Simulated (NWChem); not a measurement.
Species: C$_{2}$H$_{4}$N cation; SMILES [NH+]#CC

```xyz
7

C     -0.0001    -1.2651    -0.0001
C     -0.0001     0.1658    -0.0003
N     -0.0002     1.3120    -0.0009
H     -0.7087    -1.6262    -0.7642
H     -0.3075    -1.6263     0.9957
H      1.0160    -1.6261    -0.2317
H     -0.0003     2.3292    -0.0023
```
Atoms are numbered in this order, from 1.

Level: PBE0/def2-SVP (NWChem), optimised geometry, unscaled harmonic frequencies. 

| frequency (cm⁻¹) | IR intensity (km/mol) |
|---|---|
| 395 | 8.7 |
| 395 | 8.7 |
| 650 | 143.8 |
| 650 | 143.7 |
| 960 | 5.5 |
| 1010 | 17.7 |
| 1010 | 17.7 |
| 1357 | 36.6 |
| 1389 | 27.6 |
| 1390 | 27.6 |
| 2429 | 100.3 |
| 3050 | 71.2 |
| 3166 | 52.5 |
| 3166 | 52.5 |
| 3696 | 832.2 |

```
Property                                                                           Result
-----------------------------------------------------------------------  ----------------
zero-point energy                                                           35.3 kcal/mol
thermal correction to the enthalpy at 298.15 K (with zero-point energy)     38.3 kcal/mol
heat capacity Cv                                                         12.3 cal/(mol K)
entropy at 298.15 K and 1 atm (symmetry number 3)                        58.8 cal/(mol K)
```

Rigid rotor and harmonic oscillator.
